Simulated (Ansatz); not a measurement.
A first, cheap relaxation of bis(diethylamino)silane (BDEAS) (`CCN(CC)[SiH2]N(CC)CC`).

```yaml
crystal:
  periodic: [false, false, false]
  atoms:
    - {symbol: C, position_ang: [-0.694600, -0.877000, -2.310500]}
    - {symbol: C, position_ang: [-0.326700, 0.614400, -2.097400]}
    - {symbol: N, position_ang: [-0.597200, 1.069800, -0.733700]}
    - {symbol: C, position_ang: [-1.872400, 1.536500, -0.529300]}
    - {symbol: C, position_ang: [-2.112500, 3.005300, -0.843500]}
    - {symbol: Si, position_ang: [0.638500, 1.160700, 0.483600]}
    - {symbol: N, position_ang: [0.941200, -0.467500, 0.960600]}
    - {symbol: C, position_ang: [2.287800, -1.064000, 1.006700]}
    - {symbol: C, position_ang: [2.590600, -1.805700, -0.233500]}
    - {symbol: C, position_ang: [-0.110900, -1.358400, 1.537300]}
    - {symbol: C, position_ang: [-0.275200, -1.208700, 3.045800]}
    - {symbol: H, position_ang: [-0.525200, -1.111100, -3.343300]}
    - {symbol: H, position_ang: [-1.860400, -0.952000, -2.151900]}
    - {symbol: H, position_ang: [-0.212400, -1.505900, -1.659400]}
    - {symbol: H, position_ang: [0.738000, 0.699900, -2.354300]}
    - {symbol: H, position_ang: [-0.843000, 1.294100, -2.795400]}
    - {symbol: H, position_ang: [-2.633000, 0.985600, -1.153300]}
    - {symbol: H, position_ang: [-2.284400, 1.350700, 0.520000]}
    - {symbol: H, position_ang: [-1.842500, 3.236700, -1.852900]}
    - {symbol: H, position_ang: [-3.200900, 3.326800, -0.664100]}
    - {symbol: H, position_ang: [-1.523300, 3.635900, -0.178900]}
    - {symbol: H, position_ang: [1.897500, 1.676500, -0.109400]}
    - {symbol: H, position_ang: [0.159500, 1.945000, 1.602000]}
    - {symbol: H, position_ang: [2.333100, -1.763800, 1.849400]}
    - {symbol: H, position_ang: [3.059500, -0.338000, 1.206500]}
    - {symbol: H, position_ang: [1.862100, -2.598000, -0.465800]}
    - {symbol: H, position_ang: [2.584200, -1.176700, -1.101300]}
    - {symbol: H, position_ang: [3.607800, -2.244400, -0.175300]}
    - {symbol: H, position_ang: [-1.072400, -1.179700, 1.030300]}
    - {symbol: H, position_ang: [0.104500, -2.374500, 1.253100]}
    - {symbol: H, position_ang: [-1.032700, -1.902600, 3.400900]}
    - {symbol: H, position_ang: [0.688700, -1.452400, 3.517300]}
    - {symbol: H, position_ang: [-0.569700, -0.165400, 3.316000]}
basis:
  gaussian: {orbitals: def2-SVP}
hamiltonian: {xc: pbe, dispersion: d4}
relax: {f_tol: 0.03, max_steps: 200}
```

```sh
$ ansatz run in.yaml --threads 11 --pin off --events-out ev --progress --plain --max-ram 110592MiB --backend cuda --devices 0, --max-vram 75GiB
```

Output, abridged:

```
Functional definition: PBE
mean field -19481.74399233 eV, -715.9408865178 hartree, gradient 1.2e-5 eV, S^2 0.000000; 0 other end points of the search recorded, 0 dependent functions left out
relax step   1: F+E_penalty+E_count = -19482.67647808 eV  Δ(F+E_penalty+E_count) = +0.000e0 eV  max|allowed force component| = 4.082e0 eV/Å  Δτ_max = 0.0000 Å  (32 SCF iters, accepted)
mean field -19482.56286456 eV, -715.9709795172 hartree, gradient 1.2e-5 eV, S^2 0.000000; 0 other end points of the search recorded, 0 dependent functions left out
relax step   2: F+E_penalty+E_count = -19483.47682390 eV  Δ(F+E_penalty+E_count) = -8.003e-1 eV  max|allowed force component| = 1.732e0 eV/Å  Δτ_max = 0.1614 Å  (30 SCF iters, accepted)
mean field -19482.67400674 eV, -715.9750639171 hartree, gradient 1.3e-5 eV, S^2 0.000000; 0 other end points of the search recorded, 0 dependent functions left out
relax step   3: F+E_penalty+E_count = -19483.58549301 eV  Δ(F+E_penalty+E_count) = -1.087e-1 eV  max|allowed force component| = 3.199e-1 eV/Å  Δτ_max = 0.2000 Å  (30 SCF iters, accepted)
mean field -19482.69786117 eV, -715.9759405510 hartree, gradient 1.4e-5 eV, S^2 0.000000; 0 other end points of the search recorded, 0 dependent functions left out
relax step   4: F+E_penalty+E_count = -19483.60825150 eV  Δ(F+E_penalty+E_count) = -2.276e-2 eV  max|allowed force component| = 1.998e-1 eV/Å  Δτ_max = 0.0715 Å  (31 SCF iters, accepted)
mean field -19482.70438916 eV, -715.9761804502 hartree, gradient 1.4e-5 eV, S^2 0.000000; 0 other end points of the search recorded, 0 dependent functions left out
relax step   5: F+E_penalty+E_count = -19483.61203638 eV  Δ(F+E_penalty+E_count) = -3.785e-3 eV  max|allowed force component| = 3.016e-1 eV/Å  Δτ_max = 0.1615 Å  (30 SCF iters, accepted)
mean field -19482.71359856 eV, -715.9765188893 hartree, gradient 1.4e-5 eV, S^2 0.000000; 0 other end points of the search recorded, 0 dependent functions left out
relax step   6: F+E_penalty+E_count = -19483.62196997 eV  Δ(F+E_penalty+E_count) = -9.934e-3 eV  max|allowed force component| = 1.500e-1 eV/Å  Δτ_max = 0.0340 Å  (31 SCF iters, accepted)
mean field -19482.71661281 eV, -715.9766296610 hartree, gradient 1.2e-5 eV, S^2 0.000000; 0 other end points of the search recorded, 0 dependent functions left out
relax step   7: F+E_penalty+E_count = -19483.62594759 eV  Δ(F+E_penalty+E_count) = -3.978e-3 eV  max|allowed force component| = 5.245e-2 eV/Å  Δτ_max = 0.0596 Å  (32 SCF iters, accepted)
mean field -19482.71981949 eV, -715.9767475045 hartree, gradient 1.4e-5 eV, S^2 0.000000; 0 other end points of the search recorded, 0 dependent functions left out
relax step   8: F+E_penalty+E_count = -19483.62917705 eV  Δ(F+E_penalty+E_count) = -3.229e-3 eV  max|allowed force component| = 4.794e-2 eV/Å  Δτ_max = 0.1201 Å  (30 SCF iters, accepted)
mean field -19482.72132569 eV, -715.9768028562 hartree, gradient 1.4e-5 eV, S^2 0.000000; 0 other end points of the search recorded, 0 dependent functions left out
relax step   9: F+E_penalty+E_count = -19483.63044068 eV  Δ(F+E_penalty+E_count) = -1.264e-3 eV  max|allowed force component| = 4.013e-2 eV/Å  Δτ_max = 0.0475 Å  (31 SCF iters, accepted)
mean field -19482.72260068 eV, -715.9768497113 hartree, gradient 1.4e-5 eV, S^2 0.000000; 0 other end points of the search recorded, 0 dependent functions left out
relax step  10: F+E_penalty+E_count = -19483.63164583 eV  Δ(F+E_penalty+E_count) = -1.205e-3 eV  max|allowed force component| = 1.967e-2 eV/Å  Δτ_max = 0.0711 Å  (31 SCF iters, accepted)
mean field -19482.72299657 eV, -715.9768642601 hartree, gradient 1.4e-5 eV, S^2 0.000000; 0 other end points of the search recorded, 0 dependent functions left out
relax step  11: F+E_penalty+E_count = -19483.63199449 eV  Δ(F+E_penalty+E_count) = -3.487e-4 eV  max|allowed force component| = 9.260e-3 eV/Å  Δτ_max = 0.0419 Å  (31 SCF iters, accepted)
mean field -19482.72299657 eV, -715.9768642601 hartree, gradient 3.5e-5 eV, S^2 0.000000; 1 other end points of the search recorded, 0 dependent functions left out
Total energy: -19483.63204640 eV, -716.0102712252 hartree
Atom 0 at    -0.919915    -0.790390    -2.210127 Å, force    -0.001626    -0.004871     0.007120 eV/Å
Atom 1 at    -0.330549     0.601416    -1.954997 Å, force    -0.007928     0.004831    -0.002465 eV/Å
Atom 2 at    -0.697387     1.180119    -0.664213 Å, force    -0.002133    -0.002972    -0.003700 eV/Å
Atom 3 at    -2.013590     1.802007    -0.571902 Å, force     0.005749    -0.004080    -0.006705 eV/Å
Atom 4 at    -2.112650     3.181147    -1.234504 Å, force    -0.002269    -0.002754     0.003604 eV/Å
Atom 5 at     0.455711     1.136619     0.648028 Å, force    -0.000684    -0.007968    -0.006798 eV/Å
Atom 6 at     0.964412    -0.489948     1.040416 Å, force     0.001521    -0.000801     0.004719 eV/Å
Atom 7 at     2.347044    -0.949225     0.985855 Å, force    -0.003174    -0.001743     0.000985 eV/Å
Atom 8 at     2.651246    -1.875064    -0.198304 Å, force     0.001188     0.002576     0.000765 eV/Å
Atom 9 at    -0.032148    -1.446770     1.514119 Å, force    -0.000006    -0.007713     0.009260 eV/Å
Atom 10 at    -0.059528    -1.622423     3.037190 Å, force     0.003570     0.004574    -0.006405 eV/Å
Atom 11 at    -0.645426    -1.160647    -3.219926 Å, force    -0.002587     0.001879     0.005879 eV/Å
Atom 12 at    -2.027903    -0.778884    -2.148812 Å, force     0.007781    -0.001333    -0.000179 eV/Å
Atom 13 at    -0.543964    -1.515787    -1.460895 Å, force    -0.002588     0.005587    -0.007035 eV/Å
Atom 14 at     0.779333     0.541089    -2.014668 Å, force    -0.004508    -0.001454     0.002418 eV/Å
Atom 15 at    -0.628719     1.291208    -2.778831 Å, force     0.002247     0.001626     0.000250 eV/Å
Atom 16 at    -2.783904     1.124188    -1.010871 Å, force     0.000481    -0.001338    -0.001001 eV/Å
Atom 17 at    -2.278425     1.896620     0.502792 Å, force    -0.000634     0.000874     0.002318 eV/Å
Atom 18 at    -1.860120     3.138411    -2.314062 Å, force     0.003037    -0.000253    -0.001710 eV/Å
Atom 19 at    -3.141920     3.588064    -1.151465 Å, force     0.003459     0.002196    -0.000982 eV/Å
Atom 20 at    -1.415664     3.898058    -0.754422 Å, force    -0.000852     0.001563     0.001732 eV/Å
Atom 21 at     1.754799     1.835011     0.330627 Å, force     0.003217     0.009174     0.002942 eV/Å
Atom 22 at    -0.277083     1.828501     1.772828 Å, force     0.001058     0.003006    -0.000467 eV/Å
Atom 23 at     2.620847    -1.463162     1.937851 Å, force     0.000639    -0.000408     0.000262 eV/Å
Atom 24 at     3.008712    -0.058870     0.931077 Å, force    -0.000730     0.000824    -0.000460 eV/Å
Atom 25 at     2.009413    -2.780065    -0.188561 Å, force    -0.001732     0.000509    -0.001462 eV/Å
Atom 26 at     2.478546    -1.351615    -1.161167 Å, force     0.000457    -0.000182     0.000422 eV/Å
Atom 27 at     3.706596    -2.217668    -0.175005 Å, force    -0.001990     0.000553    -0.000197 eV/Å
Atom 28 at    -1.031312    -1.109099     1.158993 Å, force     0.003472    -0.002358     0.001192 eV/Å
Atom 29 at     0.126478    -2.437110     1.026077 Å, force    -0.001336     0.001272    -0.002023 eV/Å
Atom 30 at    -0.829148    -2.362368     3.339874 Å, force     0.000021     0.000712     0.000904 eV/Å
Atom 31 at     0.916900    -1.981023     3.423316 Å, force    -0.003429     0.002474    -0.001078 eV/Å
Atom 32 at    -0.287082    -0.660239     3.539991 Å, force     0.000309    -0.004003    -0.002106 eV/Å
Dipole moment:    -0.064427    -0.164531    -0.088757 e Å
```

Run time 13 s (11 threads of an AMD EPYC 7R13 on a shared host and a whole NVIDIA H100 80 GB); peak host memory 0.96 GiB.
